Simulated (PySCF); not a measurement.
**Two-component Hartree-Fock for Eu (europium, neutral)**

Start: [Xe] 4f7 6s2; 4f5/2 filled at m_j = -5/2, -3/2, -1/2, +1/2, +3/2, +5/2; 4f7/2 filled at m_j = +7/2. Calculated with PySCF 2.14 in x2c-TZVPall-2c (11s11p10d4f1g, 131 functions): generalised Hartree-Fock with the X2C-1e Hamiltonian and a Gaussian nucleus; one run each with spin-orbit coupling (SO) switched off, then screened by Boettger's factors.

```csv
spinor shell,electrons,"ε, spin-free (eV)","ε, screened SO (eV)",weight of nominal j (screened SO),"rms radius, screened SO (bohr)"
1s1/2,2,-48759.5,-48750.9,1.000,0.0254
2s1/2,2,-8124.9,-8122.3,1.000,0.103
2p1/2,2,-7233.3,-7689.5,1.000,0.0881
3s1/2,2,-1836.6,-1835.8,1.000,0.266
3p1/2,2,-1553.3,-1648.3,1.000,0.257
3p3/2,4,-1553.3,-1512.0,1.000,0.270
3d3/2,4,-1173.6,-1191.1,0.995,0.242
3d5/2,6,-1173.6,-1161.3,0.996,0.246
4s1/2,2,-386.25,-386.03,1.000,0.602
4p1/2,2,-290.48,-312.83,0.966,0.621
4p3/2,4,-290.48,-280.64,0.983,0.648
4d3/2,4,-153.90,-159.53,0.722,0.705
4d5/2,6,-153.90,-149.99,0.815,0.711
5s1/2,2,-54.755,-54.725,1.000,1.50
5p1/2,2,-29.492,-32.986,0.880,1.69
5p3/2,4,-29.492,-27.941,0.940,1.81
4f5/2,6,-14.540,-14.532,0.546,1.02
4f7/2,1,-14.540,-14.125,1.000,1.03
6s1/2,2,-4.910,-4.912,1.000,4.93
```

(1) Where does 2p3/2 lie, and what is the 2p spin-orbit splitting (screened SO)?

```csv
quantity,spin-free,screened SO
E (hartree),-10836.72689,-10843.32717
M_J,7/2,7/2
⟨J²⟩,15.762,15.762
⟨L²⟩,0.000,0.099
⟨S²⟩,15.762,15.708
```

Each row is a mean over spinors that exchange with the open shell spreads, by up to 17.841 eV (4d5/2).

Rows whose weight is well below 1 are mixtures of j = l ± 1/2: exchange outweighs spin-orbit coupling there, and the label is only the starting occupation.

Breit and QED terms are absent; they matter most for the inner s and p1/2 levels.

Densities and radii are taken from the X2C orbitals without a picture-change correction, which distorts them close to the nucleus.

Without spin-orbit coupling the j labels of p, d and f shells carry no meaning; the spin-free column gives the mean over the occupied spinors of each nl shell.

Results:

(1) At -7037.0 eV, 652.48 eV above 2p1/2.
